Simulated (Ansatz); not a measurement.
H₃OSb, SMILES `[OH][SbH2]`, 5 atoms. The species carries charge 0 and has multiplicity 1. Correlated methods include outer-core shells of Sb, which these sets cover unevenly. Sb takes the def2 core potential. All runs use 2 threads of an Arm Neoverse V1 on a shared host. Correlated methods freeze the cores. Open-shell runs search over several starts.

How many basis functions does each run have, and how long does it take in Ansatz? RKS revPBE-D4/def2-TZVPP energy; UKS ωB97X-V/def2-TZVPP energy of the cation; RKS B97M-V/def2-TZVPP energy; RKS PBE0-D4/def2-TZVP frequencies; RHF-CCSD(T)/def2-SVP energy; UKS B2PLYP (frozen core)/def2-TZVPP energy of the cation; UKS B3LYP-D4/def2-TZVPP energy of the cation; UKS PBE-D4/def2-TZVPP energy of the cation; RKS CAM-B3LYP-D4/def2-TZVPP energy; RKS PBE0-D4/def2-SVP energy; direct RPA on PBE orbitals/def2-TZVPP energy; RKS PBE0-D4/def2-TZVP relaxation (6 steps). (Estimate.)

Computed: Other jobs shared the machine, so times are rough.

```
                                level                   job  functions  wall time  peak host memory (GiB)
                 RKS PBE0-D4/def2-SVP                energy         55      0.7 s                     0.1
                 RHF-CCSD(T)/def2-SVP                energy         55      0.9 s                    0.13
             RKS revPBE-D4/def2-TZVPP                energy        123        1 s                    0.12
          RKS CAM-B3LYP-D4/def2-TZVPP                energy        123      1.4 s                     0.2
direct RPA on PBE orbitals/def2-TZVPP                energy        123      2.4 s                    0.19
              UKS B3LYP-D4/def2-TZVPP  energy of the cation        123      2.9 s                    0.22
                UKS PBE-D4/def2-TZVPP  energy of the cation        123      2.9 s                    0.19
                RKS B97M-V/def2-TZVPP                energy        123      4.3 s                    0.17
  UKS B2PLYP (frozen core)/def2-TZVPP  energy of the cation        123      6.5 s                    0.36
                RKS PBE0-D4/def2-TZVP  relaxation (6 steps)         99      8.5 s                    0.15
               UKS ωB97X-V/def2-TZVPP  energy of the cation        123       11 s                    0.32
                RKS PBE0-D4/def2-TZVP           frequencies         99       27 s                    0.15
```

B3LYP here is the variant with VWN-RPA as its local correlation; programs differ in this.
